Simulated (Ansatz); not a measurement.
Molecule: VF, net charge 0, quintet state. The spin state was set by rule; other spins were not relaxed. SMILES: [F][V]
Geometry: optimised at B3LYP-D3(BJ)/def2-TZVP (Ansatz, a quantum-chemistry and plane-wave program).

Quantity: vertical ionisation energy (to the quartet state of charge +1; each state is the SCF solution reached for its spin; for the quintet the Hartree-Fock reference is unstable and T1 is 0.052), in eV. Cores are frozen in the correlated levels unless marked. UHF or UKS for open shells. No spin-orbit coupling. Frozen are the shells of the preceding noble gas and the d and f shells that filled before the atom's block. No relativistic terms. 

| level | program | vertical ionisation energy (eV) |
|---|---|---|
| SVWN5/def2-TZVPD | Ansatz | 7.86 |
| PBE/def2-TZVPD | Ansatz | 7.63 |
| r2SCAN/def2-TZVPD | Ansatz | 7.61 |
| B3LYP/def2-TZVPD | Ansatz | 7.56 |
| PBE0/def2-TZVPD | Ansatz | 7.49 |
| BHLYP/def2-TZVPD | Ansatz | 7.25 |
| CAM-B3LYP/def2-TZVPD | Ansatz | 7.48 |
| wB97M-V/def2-TZVPD | Ansatz | 7.30 |
| wB97X-V/def2-TZVPD | Ansatz | 7.22 |
| CCSD/def2-SVPD | Ansatz | 6.95 |
| CCSD/def2-TZVPPD | Ansatz | 7.11 |
| CCSD/def2-QZVPPD | Ansatz | 7.12 |
| CCSD(T)/def2-SVPD | Ansatz | 6.93 |
| CCSD(T)/def2-TZVPPD | Ansatz | 7.10 |
| CCSD(T)/def2-QZVPPD | Ansatz | 7.11 |
